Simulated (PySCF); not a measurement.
## Atomic charges against the basis set

Compound: C₂H₈AlN.
Z-matrix (Å and degrees, PBE0-D3(BJ)/def2-SVP geometry), rows numbered from 1:
```
C 
C   1  1.3431
Al  2  1.9758  1  122.16
N   3  2.0777  2   99.58  1   -97.97
H   1  1.0989  2  121.62  3    -0.73
H   1  1.0992  2  123.26  3  -179.87
H   2  1.1022  1  115.18  3   179.44
H   3  1.6074  2  118.78  1   155.85
H   3  1.6084  2  114.68  1     6.47
H   4  1.0208  3  112.89  2   177.04
H   4  1.0212  3  109.50  2    57.01
H   4  1.0209  3  111.62  2   -61.62
```

PBE0 throughout (PySCF), one geometry, spherical d and f functions. The structure is a single PBE0-D3(BJ)/def2-SVP conformer in the gas phase; no vibrational or solvent corrections. The first 7 of 9 kinds of atom are listed.

Mulliken charges (e):

```json
{"basis": "STO-3G", "functions": "32", "C1": "-0.202", "C2": "-0.319", "Al3": "+0.737", "N4": "-0.491", "H5": "+0.050", "H6": "+0.048", "H7": "+0.032"}
{"basis": "6-31G", "functions": "56", "C1": "-0.328", "C2": "-0.476", "Al3": "+0.613", "N4": "-0.952", "H5": "+0.155", "H6": "+0.140", "H7": "+0.132"}
{"basis": "pcSseg-0", "functions": "56", "C1": "-0.398", "C2": "-0.803", "Al3": "+0.974", "N4": "-0.893", "H5": "+0.208", "H6": "+0.202", "H7": "+0.207"}
{"basis": "6-31G*", "functions": "76", "C1": "-0.372", "C2": "-0.339", "Al3": "+0.315", "N4": "-0.973", "H5": "+0.167", "H6": "+0.151", "H7": "+0.143"}
{"basis": "def2-SVP", "functions": "100", "C1": "-0.088", "C2": "-0.363", "Al3": "+0.483", "N4": "-0.238", "H5": "+0.051", "H6": "+0.037", "H7": "+0.036"}
{"basis": "cc-pVDZ", "functions": "100", "C1": "-0.048", "C2": "-0.248", "Al3": "+0.214", "N4": "-0.140", "H5": "+0.042", "H6": "+0.027", "H7": "+0.009"}
{"basis": "pcSseg-1", "functions": "115", "C1": "-0.205", "C2": "-0.537", "Al3": "+0.756", "N4": "-0.482", "H5": "+0.117", "H6": "+0.106", "H7": "+0.106"}
{"basis": "6-311+G(2d,p)", "functions": "164", "C1": "-0.380", "C2": "-0.391", "Al3": "+0.654", "N4": "-0.739", "H5": "+0.115", "H6": "+0.107", "H7": "+0.095"}
{"basis": "aug-cc-pVDZ", "functions": "168", "C1": "+0.666", "C2": "+0.349", "Al3": "+0.067", "N4": "-0.279", "H5": "-0.403", "H6": "-0.359", "H7": "-0.507"}
{"basis": "def2-TZVP", "functions": "178", "C1": "-0.268", "C2": "-0.334", "Al3": "+0.235", "N4": "-0.558", "H5": "+0.130", "H6": "+0.112", "H7": "+0.109"}
{"basis": "IGLO-III", "functions": "229", "C1": "-0.229", "C2": "-0.457", "Al3": "+0.831", "N4": "-0.704", "H5": "+0.099", "H6": "+0.090", "H7": "+0.097"}
{"basis": "cc-pVTZ", "functions": "236", "C1": "-0.266", "C2": "-0.242", "Al3": "+0.119", "N4": "-0.128", "H5": "+0.116", "H6": "+0.107", "H7": "+0.094"}
```

IAO charges (e):

| basis | functions | C1 | C2 | Al3 | N4 | H5 | H6 | H7 |
| --- | --- | --- | --- | --- | --- | --- | --- | --- |
| STO-3G | 32 | -0.284 | -0.491 | +0.881 | -0.528 | +0.103 | +0.108 | +0.100 |
| 6-31G | 56 | -0.288 | -0.466 | +0.498 | -0.622 | +0.134 | +0.134 | +0.133 |
| pcSseg-0 | 56 | -0.274 | -0.478 | +0.529 | -0.595 | +0.127 | +0.129 | +0.131 |
| 6-31G* | 76 | -0.274 | -0.479 | +0.559 | -0.613 | +0.128 | +0.128 | +0.127 |
| def2-SVP | 100 | -0.270 | -0.481 | +0.582 | -0.597 | +0.124 | +0.126 | +0.126 |
| cc-pVDZ | 100 | -0.278 | -0.479 | +0.558 | -0.607 | +0.129 | +0.130 | +0.129 |
| pcSseg-1 | 115 | -0.280 | -0.489 | +0.585 | -0.606 | +0.129 | +0.130 | +0.130 |
| 6-311+G(2d,p) | 164 | -0.291 | -0.495 | +0.592 | -0.632 | +0.134 | +0.135 | +0.134 |
| aug-cc-pVDZ | 168 | -0.291 | -0.486 | +0.568 | -0.625 | +0.133 | +0.136 | +0.134 |
| def2-TZVP | 178 | -0.290 | -0.496 | +0.598 | -0.631 | +0.133 | +0.135 | +0.134 |
| IGLO-III | 229 | -0.293 | -0.497 | +0.601 | -0.633 | +0.134 | +0.136 | +0.134 |
| cc-pVTZ | 236 | -0.290 | -0.493 | +0.588 | -0.630 | +0.133 | +0.135 | +0.133 |

Hirshfeld charges (e):

| basis | functions | C1 | C2 | Al3 | N4 | H5 | H6 | H7 |
| --- | --- | --- | --- | --- | --- | --- | --- | --- |
| STO-3G | 32 | -0.105 | -0.197 | +0.440 | -0.090 | +0.004 | +0.004 | -0.008 |
| 6-31G | 56 | -0.101 | -0.214 | +0.286 | -0.136 | +0.034 | +0.032 | +0.024 |
| pcSseg-0 | 56 | -0.102 | -0.212 | +0.310 | -0.130 | +0.028 | +0.031 | +0.017 |
| 6-31G* | 76 | -0.099 | -0.212 | +0.274 | -0.132 | +0.035 | +0.033 | +0.025 |
| def2-SVP | 100 | -0.104 | -0.214 | +0.311 | -0.146 | +0.032 | +0.032 | +0.021 |
| cc-pVDZ | 100 | -0.102 | -0.212 | +0.310 | -0.147 | +0.032 | +0.032 | +0.021 |
| pcSseg-1 | 115 | -0.107 | -0.215 | +0.330 | -0.157 | +0.032 | +0.033 | +0.020 |
| 6-311+G(2d,p) | 164 | -0.111 | -0.221 | +0.337 | -0.164 | +0.033 | +0.034 | +0.022 |
| aug-cc-pVDZ | 168 | -0.113 | -0.220 | +0.342 | -0.173 | +0.034 | +0.035 | +0.024 |
| def2-TZVP | 178 | -0.111 | -0.218 | +0.325 | -0.164 | +0.033 | +0.034 | +0.023 |
| IGLO-III | 229 | -0.113 | -0.217 | +0.330 | -0.170 | +0.033 | +0.034 | +0.022 |
| cc-pVTZ | 236 | -0.110 | -0.217 | +0.324 | -0.165 | +0.033 | +0.034 | +0.022 |

ESP-fitted charges (e):

```csv
basis,functions,C1,C2,Al3,N4,H5,H6,H7
STO-3G,32,-0.267,-0.187,+0.513,-0.628,+0.067,+0.077,+0.027
6-31G,56,-0.302,-0.355,+0.627,-0.789,+0.123,+0.137,+0.118
pcSseg-0,56,-0.256,-0.493,+0.845,-0.798,+0.110,+0.136,+0.146
6-31G*,76,-0.322,-0.299,+0.556,-0.743,+0.127,+0.137,+0.103
def2-SVP,100,-0.280,-0.341,+0.642,-0.662,+0.110,+0.124,+0.102
cc-pVDZ,100,-0.309,-0.297,+0.578,-0.680,+0.119,+0.131,+0.096
pcSseg-1,115,-0.316,-0.380,+0.709,-0.652,+0.128,+0.140,+0.119
"6-311+G(2d,p)",164,-0.383,-0.332,+0.701,-0.744,+0.150,+0.157,+0.115
aug-cc-pVDZ,168,-0.360,-0.327,+0.712,-0.746,+0.139,+0.148,+0.108
def2-TZVP,178,-0.374,-0.318,+0.694,-0.754,+0.143,+0.153,+0.108
IGLO-III,229,-0.363,-0.328,+0.702,-0.726,+0.140,+0.149,+0.109
cc-pVTZ,236,-0.357,-0.310,+0.678,-0.737,+0.136,+0.147,+0.102
```

Question: Which scheme is steadiest as the basis changes?

Answer: Largest range over the bases for any column: Hirshfeld 0.17 e, ESP-fitted 0.33 e, IAO 0.38 e, Mulliken 1.15 e. Hirshfeld charges move least and Mulliken charges most, counted in e. Without the minimal STO-3G basis the ranges are Hirshfeld 0.07, ESP-fitted 0.29, IAO 0.10, Mulliken 1.15 e.

Question: How much do the charges still move between the two largest bases, IGLO-III and cc-pVTZ?

Answer: At most, over all atoms: Mulliken 0.711 e, IAO 0.013 e, Hirshfeld 0.006 e, ESP-fitted 0.024 e.

Question: What do the same runs give for the total energy, the frontier levels and the dipole moment?

Answer: 
| basis | energy (Eh) | HOMO (eV) | LUMO (eV) | μ (D) |
| --- | --- | --- | --- | --- |
| STO-3G | -373.3185 | -4.34 | 4.84 | 5.81 |
| 6-31G | -377.8471 | -6.95 | 0.07 | 5.71 |
| pcSseg-0 | -377.3409 | -7.20 | 0.02 | 5.88 |
| 6-31G* | -377.8890 | -6.92 | 0.10 | 5.54 |
| def2-SVP | -377.7412 | -7.08 | -0.03 | 5.51 |
| cc-pVDZ | -377.9175 | -7.05 | -0.03 | 5.40 |
| pcSseg-1 | -377.8921 | -7.18 | -0.25 | 5.45 |
| 6-311+G(2d,p) | -377.9646 | -7.20 | -0.77 | 5.22 |
| aug-cc-pVDZ | -377.9295 | -7.18 | -0.93 | 5.16 |
| def2-TZVP | -377.9758 | -7.17 | -0.39 | 5.28 |
| IGLO-III | -377.9822 | -7.19 | -0.51 | 5.24 |
| cc-pVTZ | -377.9760 | -7.15 | -0.32 | 5.27 |

The dipole is fixed by the density alone, so its range of 0.72 D shows that the density itself changes with the basis, not only its division among atoms.
